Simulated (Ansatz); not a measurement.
Mulliken charges of FGeH4Sn (`[F][SnH][GeH3]`) radical from PBE/def2-TZVPP in Ansatz (PBE0-D4/def2-TZVP geometry).

```
atom   x (Å)   y (Å)   z (Å)  charge (e)
  F1  -2.177  -1.369   0.532      -0.447
 Sn2  -0.240  -1.485   0.506       0.572
 Ge3   0.501   0.995  -0.008      -0.022
  H4   0.022  -2.611  -0.786      -0.122
  H5  -0.149   1.489  -1.310       0.010
  H6   0.073   1.886   1.165       0.007
  H7   2.032   1.027  -0.144       0.002
```

Task: By hand: the dipole of these point charges (1 e Å = 4.8032 D).

Result: Σ q r = (0.825, 0.089, 0.142) e Å, of length 0.842 e Å = 4.04 D.

Task: How does the dipole of the full density compare? (Estimate.)

Result: Computed: (0.530, 0.097, 0.018) e Å, 2.59 D; the point charges give 1.56 times that, at 9° from its direction.

Point charges leave out the atoms' own dipoles, such as those of lone pairs, and Mulliken's split depends on the basis, so the two needn't agree.
